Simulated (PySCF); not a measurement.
# Spinor energies of Mo (molybdenum, neutral)

Start: [Kr] 4d5 5s1; 4d3/2 filled at m_j = -3/2, -1/2, +1/2, +3/2; 4d5/2 filled at m_j = +5/2; 5s1/2 filled at m_j = +1/2. Calculated with PySCF 2.14 in x2c-SVPall-2c with one added diffuse shell each of s, p, d type (7s9p7d1f, 76 functions): generalised Hartree-Fock with the X2C-1e Hamiltonian and a Gaussian nucleus; one run each with spin-orbit coupling (SO) switched off, then screened by Boettger's factors.

```json
{"spinor shell": "1s1/2", "electrons": "2", "ε, spin-free (eV)": "-20103.7", "ε, screened SO (eV)": "-20102.7", "weight of nominal j (screened SO)": "1.000", "rms radius, screened SO (bohr)": "0.0404"}
{"spinor shell": "2s1/2", "electrons": "2", "ε, spin-free (eV)": "-2913.4", "ε, screened SO (eV)": "-2913.1", "weight of nominal j (screened SO)": "1.000", "rms radius, screened SO (bohr)": "0.166"}
{"spinor shell": "2p1/2", "electrons": "2", "ε, spin-free (eV)": "-2598.7", "ε, screened SO (eV)": "-2672.4", "weight of nominal j (screened SO)": "1.000", "rms radius, screened SO (bohr)": "0.145"}
{"spinor shell": "2p3/2", "electrons": "4", "ε, spin-free (eV)": "-2598.7", "ε, screened SO (eV)": "-2564.1", "weight of nominal j (screened SO)": "1.000", "rms radius, screened SO (bohr)": "0.149"}
{"spinor shell": "3s1/2", "electrons": "2", "ε, spin-free (eV)": "-527.74", "ε, screened SO (eV)": "-527.67", "weight of nominal j (screened SO)": "1.000", "rms radius, screened SO (bohr)": "0.456"}
{"spinor shell": "3p1/2", "electrons": "2", "ε, spin-free (eV)": "-421.56", "ε, screened SO (eV)": "-434.18", "weight of nominal j (screened SO)": "1.000", "rms radius, screened SO (bohr)": "0.455"}
{"spinor shell": "3p3/2", "electrons": "4", "ε, spin-free (eV)": "-421.56", "ε, screened SO (eV)": "-415.60", "weight of nominal j (screened SO)": "1.000", "rms radius, screened SO (bohr)": "0.466"}
{"spinor shell": "3d3/2", "electrons": "4", "ε, spin-free (eV)": "-248.77", "ε, screened SO (eV)": "-250.90", "weight of nominal j (screened SO)": "0.971", "rms radius, screened SO (bohr)": "0.452"}
{"spinor shell": "3d5/2", "electrons": "6", "ε, spin-free (eV)": "-248.77", "ε, screened SO (eV)": "-247.29", "weight of nominal j (screened SO)": "0.981", "rms radius, screened SO (bohr)": "0.455"}
{"spinor shell": "4s1/2", "electrons": "2", "ε, spin-free (eV)": "-78.850", "ε, screened SO (eV)": "-78.839", "weight of nominal j (screened SO)": "1.000", "rms radius, screened SO (bohr)": "1.19"}
{"spinor shell": "4p1/2", "electrons": "2", "ε, spin-free (eV)": "-47.653", "ε, screened SO (eV)": "-52.350", "weight of nominal j (screened SO)": "0.655", "rms radius, screened SO (bohr)": "1.34"}
{"spinor shell": "4p3/2", "electrons": "4", "ε, spin-free (eV)": "-47.653", "ε, screened SO (eV)": "-45.353", "weight of nominal j (screened SO)": "0.827", "rms radius, screened SO (bohr)": "1.34"}
{"spinor shell": "4d3/2", "electrons": "4", "ε, spin-free (eV)": "-9.375", "ε, screened SO (eV)": "-9.401", "weight of nominal j (screened SO)": "0.521", "rms radius, screened SO (bohr)": "2.11"}
{"spinor shell": "4d5/2", "electrons": "1", "ε, spin-free (eV)": "-9.375", "ε, screened SO (eV)": "-9.263", "weight of nominal j (screened SO)": "1.000", "rms radius, screened SO (bohr)": "2.13"}
{"spinor shell": "5s1/2", "electrons": "1", "ε, spin-free (eV)": "-6.501", "ε, screened SO (eV)": "-6.501", "weight of nominal j (screened SO)": "1.000", "rms radius, screened SO (bohr)": "3.94"}
```

| quantity | spin-free | screened SO |
| --- | --- | --- |
| E (hartree) | -4045.60926 | -4046.06527 |
| M_J | 3 | 3 |
| ⟨J²⟩ | 12.003 | 12.004 |
| ⟨L²⟩ | 0.000 | 0.013 |
| ⟨S²⟩ | 12.003 | 12.000 |

Each row is a mean over spinors that exchange with the open shell spreads, by up to 8.016 eV (4p3/2).

Rows whose weight is well below 1 are mixtures of j = l ± 1/2: exchange outweighs spin-orbit coupling there, and the label is only the starting occupation.

Breit and QED terms are absent; they matter most for the inner s and p1/2 levels.

Densities and radii are taken from the X2C orbitals without a picture-change correction, which distorts them close to the nucleus.

Without spin-orbit coupling the j labels of p, d and f shells carry no meaning; the spin-free column gives the mean over the occupied spinors of each nl shell.
